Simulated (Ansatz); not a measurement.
Geometry optimisation, RHF/def2-SVP in Ansatz.

Input file:

```yaml
crystal:
  periodic: [false, false, false]
  atoms:
    - { symbol: B, position_ang: [0.0063, 0.425336, 0.01911] }
    - { symbol: Cl, position_ang: [-0.255898, 0.799774, 1.784297] }
    - { symbol: F, position_ang: [1.226128, 0.290438, -0.401887] }
    - { symbol: Cl, position_ang: [-1.325247, 0.507388, -1.111762] }
    - { symbol: "N", position_ang: [-0.25057, -2.183287, 0.824901] }
    - { symbol: H, position_ang: [-0.996508, -2.809036, 0.566875] }
    - { symbol: H, position_ang: [0.588497, -2.727847, 0.934582] }
    - { symbol: H, position_ang: [-0.477501, -1.770067, 1.738285] }
basis:
  gaussian: { orbitals: def2-SVP }
hamiltonian:
  xc: hf
relax:
  f_tol: 0.03
  max_steps: 50
output:
  orbitals: {}
```

Run as:

```bash
$ ansatz run input.yaml --threads 1 --pin off --max-ram 2048MiB --backend cpu --events-out ev --progress --plain --runs-dir out
```

Problem. Where does it end, and by what steps?

Solution. The forces met the threshold. After 15 steps the energy has fallen by 0.887 eV; H6 moved furthest, 0.95 Å. Joined: B1–N5 (2.74 → 1.64 Å).

```json
{"step": "0", "energy less start (eV)": "0.0000", "largest force component (eV/Å)": "1.145", "accepted": "yes"}
{"step": "1", "energy less start (eV)": "-0.0177", "largest force component (eV/Å)": "1.213", "accepted": "yes"}
{"step": "2", "energy less start (eV)": "-0.1500", "largest force component (eV/Å)": "1.290", "accepted": "yes"}
{"step": "3", "energy less start (eV)": "-0.2740", "largest force component (eV/Å)": "1.489", "accepted": "yes"}
{"step": "4", "energy less start (eV)": "-0.5647", "largest force component (eV/Å)": "1.800", "accepted": "yes"}
{"step": "5", "energy less start (eV)": "-0.6475", "largest force component (eV/Å)": "2.575", "accepted": "yes"}
{"step": "6", "energy less start (eV)": "-0.3364", "largest force component (eV/Å)": "3.270", "accepted": "no"}
{"step": "7", "energy less start (eV)": "-0.8072", "largest force component (eV/Å)": "0.582", "accepted": "yes"}
{"step": "8", "energy less start (eV)": "-0.8269", "largest force component (eV/Å)": "0.206", "accepted": "yes"}
{"step": "9", "energy less start (eV)": "-0.8495", "largest force component (eV/Å)": "0.140", "accepted": "yes"}
{"step": "10", "energy less start (eV)": "-0.8711", "largest force component (eV/Å)": "0.433", "accepted": "yes"}
{"step": "11", "energy less start (eV)": "-0.6197", "largest force component (eV/Å)": "2.277", "accepted": "no"}
{"step": "12", "energy less start (eV)": "-0.8851", "largest force component (eV/Å)": "0.030", "accepted": "yes"}
{"step": "13", "energy less start (eV)": "-0.8822", "largest force component (eV/Å)": "0.303", "accepted": "no"}
{"step": "14", "energy less start (eV)": "-0.8858", "largest force component (eV/Å)": "0.059", "accepted": "yes"}
{"step": "15", "energy less start (eV)": "-0.8867", "largest force component (eV/Å)": "0.004", "accepted": "yes"}
```

```xyz
8
Properties=species:S:1:pos:R:3
B -0.057 -0.210 0.260
Cl 0.163 0.802 1.786
F 1.042 -0.242 -0.524
Cl -1.608 0.154 -0.669
N -0.231 -1.746 0.791
H -0.367 -2.368 0.007
H 0.597 -2.031 1.295
H -1.025 -1.827 1.408
```

Run time: 35 s on 1 thread of Arm Neoverse V1, on a shared host, peak memory 0.18 GiB.
